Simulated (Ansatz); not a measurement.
`COc1ccc(-c2ccc(C#Cc3ccc(C#Cc4ccc(C#Cc5ccc(C#Cc6ccc(C#Cc7ccc(C#Cc8ccc(C(F)=C(F)F)cc8)cc7)cc6)cc5)cc4)cc3)cc2)cc1`, relaxed as a singlet with RKS r2SCAN-D4/def2-SVP in Ansatz, starting from the GFN2-xTB geometry. Force threshold 0.03 eV/Å.

Single mean-field runs in def2-SVP are fitted with def2-universal-jkfit.

Start:

```xyz
102

C   -23.653    4.857   -7.331
O   -23.178    3.543   -7.495
C   -21.914    3.251   -7.080
C   -21.507    1.926   -7.245
C   -20.250    1.525   -6.852
C   -19.360    2.429   -6.271
C   -18.027    2.001   -5.830
C   -17.248    1.153   -6.617
C   -15.991    0.763   -6.206
C   -15.482    1.207   -4.984
C   -14.189    0.826   -4.564
C   -13.081    0.514   -4.198
C   -11.765    0.199   -3.798
C   -10.687    0.814   -4.441
C    -9.396    0.538   -4.052
C    -9.151   -0.363   -3.010
C    -7.825   -0.627   -2.611
C    -6.678   -0.830   -2.287
C    -5.340   -1.043   -1.904
C    -5.017   -2.011   -0.947
C    -3.709   -2.196   -0.558
C    -2.690   -1.418   -1.117
C    -1.352   -1.576   -0.708
C    -0.198   -1.681   -0.363
C     1.151   -1.769    0.032
C     1.511   -2.433    1.209
C     2.829   -2.475    1.606
C     3.820   -1.862    0.833
C     5.161   -1.869    1.263
C     6.306   -1.842    1.649
C     7.631   -1.779    2.121
C     7.911   -2.045    3.465
C     9.200   -1.948    3.938
C    10.243   -1.589    3.078
C    11.557   -1.470    3.569
C    12.680   -1.354    4.001
C    13.985   -1.202    4.509
C    14.183   -0.934    5.867
C    15.456   -0.775    6.367
C    16.563   -0.877    5.518
C    17.867   -0.708    6.030
C    18.982   -0.565    6.473
C    20.285   -0.395    6.986
C    21.090    0.654    6.531
C    22.363    0.828    7.031
C    22.867   -0.051    7.993
C    24.208    0.085    8.545
F    24.685   -1.002    9.193
C    25.025    1.142    8.518
F    26.239    1.164    9.054
F    24.744    2.318    7.971
C    22.064   -1.105    8.439
C    20.787   -1.273    7.950
C    16.367   -1.149    4.161
C    15.093   -1.311    3.663
C     9.964   -1.333    1.732
C     8.674   -1.423    1.259
C     3.464   -1.222   -0.359
C     2.146   -1.173   -0.752
C    -3.011   -0.460   -2.086
C    -4.319   -0.274   -2.474
C   -10.229   -0.983   -2.373
C   -11.522   -0.705   -2.762
C   -16.261    2.048   -4.186
C   -17.513    2.440   -4.609
C   -19.772    3.748   -6.115
C   -21.029    4.163   -6.517
H   -23.648    5.157   -6.278
H   -23.066    5.573   -7.916
H   -24.678    4.848   -7.697
H   -22.204    1.227   -7.680
H   -19.959    0.492   -6.974
H   -17.628    0.818   -7.572
H   -15.388    0.114   -6.824
H   -10.882    1.512   -5.242
H    -8.562    1.015   -4.545
H    -5.806   -2.609   -0.513
H    -3.459   -2.944    0.180
H     0.745   -2.906    1.807
H     3.110   -2.977    2.521
H     7.102   -2.319    4.128
H     9.416   -2.145    4.978
H    13.326   -0.846    6.519
H    15.612   -0.566    7.415
H    20.704    1.328    5.782
H    22.964    1.643    6.662
H    22.450   -1.790    9.178
H    20.169   -2.084    8.305
H    17.225   -1.235    3.510
H    14.939   -1.524    2.616
H    10.769   -1.052    1.068
H     8.455   -1.218    0.221
H     4.233   -0.758   -0.961
H     1.867   -0.672   -1.667
H    -2.220    0.133   -2.521
H    -4.567    0.471   -3.216
H   -10.039   -1.679   -1.568
H   -12.356   -1.183   -2.269
H   -15.870    2.388   -3.238
H   -18.115    3.080   -3.980
H   -19.091    4.472   -5.691
H   -21.302    5.199   -6.389
```

```csv
step,energy (eV),largest force component (eV/Å),SCF passes
1,-75991.3904,1.237,23
2,-75991.8307,0.466,22
3,-75991.9087,0.127,21
4,-75991.9202,0.102,21
5,-75991.9306,0.082,20
6,-75991.9384,0.159,20
7,-75991.9482,0.139,20
8,-75991.9626,0.135,19
9,-75991.9695,0.189,20
10,-75991.9782,0.151,20
11,-75991.9911,0.091,20
12,-75991.9974,0.199,26
13,-75992.0062,0.150,22
14,-75992.0137,0.089,19
15,-75992.0174,0.129,20
16,-75992.0244,0.060,22
17,-75992.0291,0.030,20
18,-75992.0338,0.110,20
19,-75992.0385,0.054,21
20,-75992.0425,0.047,20
21,-75992.0441,0.105,20
22,-75992.0469,0.068,22
23,-75992.0483,0.055,20
24,-75992.0488,0.111,20
25,-75992.0508,0.060,22
26,-75992.0516,0.027,21
27,-75992.0530,0.018,19
28 (rejected),-75992.0502,0.127,20
29,-75992.0540,0.027,20
```

Force components are those of the run's own axes.

End:

Cartesian coordinates in Å:
```
C -24.146 4.547 -7.081
O -23.390 3.568 -7.760
C -22.167 3.251 -7.274
C -21.455 2.265 -7.983
C -20.190 1.877 -7.563
C -19.585 2.449 -6.421
C -18.238 2.039 -5.981
C -17.250 1.656 -6.913
C -15.975 1.282 -6.506
C -15.629 1.273 -5.135
C -14.325 0.909 -4.716
C -13.191 0.610 -4.357
C -11.874 0.286 -3.948
C -10.847 0.091 -4.902
C -9.551 -0.199 -4.502
C -9.225 -0.312 -3.129
C -7.895 -0.581 -2.721
C -6.740 -0.791 -2.368
C -5.400 -1.003 -1.961
C -5.088 -1.301 -0.612
C -3.773 -1.479 -0.210
C -2.710 -1.361 -1.138
C -1.364 -1.505 -0.721
C -0.197 -1.603 -0.356
C 1.151 -1.684 0.070
C 1.475 -2.141 1.371
C 2.794 -2.189 1.798
C 3.847 -1.778 0.944
C 5.190 -1.792 1.392
C 6.351 -1.778 1.787
C 7.689 -1.734 2.250
C 8.035 -2.259 3.519
C 9.340 -2.190 3.983
C 10.356 -1.590 3.201
C 11.683 -1.493 3.685
C 12.829 -1.389 4.111
C 14.148 -1.251 4.607
C 14.510 -1.791 5.865
C 15.797 -1.640 6.358
C 16.780 -0.941 5.616
C 18.091 -0.773 6.125
C 19.223 -0.619 6.569
C 20.531 -0.435 7.083
C 21.490 0.325 6.372
C 22.770 0.514 6.873
C 23.148 -0.050 8.112
C 24.470 0.109 8.698
F 24.665 -0.496 9.887
C 25.541 0.779 8.224
F 26.688 0.847 8.856
F 25.566 1.439 7.085
C 22.194 -0.809 8.824
C 20.913 -0.997 8.322
C 16.420 -0.406 4.355
C 15.133 -0.559 3.861
C 10.012 -1.076 1.927
C 8.708 -1.148 1.461
C 3.523 -1.332 -0.360
C 2.205 -1.288 -0.788
C -3.022 -1.073 -2.489
C -4.338 -0.901 -2.892
C -10.255 -0.132 -2.175
C -11.550 0.163 -2.575
C -16.618 1.648 -4.195
C -17.889 2.021 -4.613
C -20.314 3.429 -5.725
C -21.586 3.835 -6.136
H -24.362 4.246 -6.039
H -23.631 5.525 -7.072
H -25.091 4.644 -7.630
H -21.928 1.812 -8.858
H -19.667 1.090 -8.114
H -17.480 1.685 -7.982
H -15.220 1.004 -7.247
H -11.088 0.180 -5.964
H -8.764 -0.340 -5.247
H -5.902 -1.386 0.113
H -3.543 -1.704 0.834
H 0.669 -2.453 2.040
H 3.033 -2.540 2.805
H 7.256 -2.718 4.134
H 9.596 -2.593 4.967
H 13.758 -2.329 6.447
H 16.066 -2.058 7.331
H 21.210 0.767 5.413
H 23.480 1.106 6.295
H 22.471 -1.251 9.782
H 20.186 -1.587 8.886
H 17.171 0.134 3.774
H 14.864 -0.140 2.889
H 10.791 -0.614 1.313
H 8.452 -0.742 0.479
H 4.329 -1.015 -1.028
H 1.965 -0.936 -1.795
H -2.208 -0.983 -3.214
H -4.568 -0.675 -3.936
H -10.014 -0.220 -1.113
H -12.336 0.308 -1.830
H -16.371 1.634 -3.129
H -18.642 2.280 -3.863
H -19.866 3.917 -4.854
H -22.106 4.612 -5.572
```

By distances, no bond broke or formed. The bond that changes most is C13–C63, from 1.40 to 1.42 Å (atoms count from 1).

The force fell under the threshold at step 17, but the optimiser went on and released 0.025 eV more. No frequencies were taken in this run, so the end may be a saddle point.

It took 2.8 min on 11 threads of AMD EPYC 7R13 on a shared host and a whole NVIDIA H100 80GB HBM3, peak host memory 1.7 GiB.
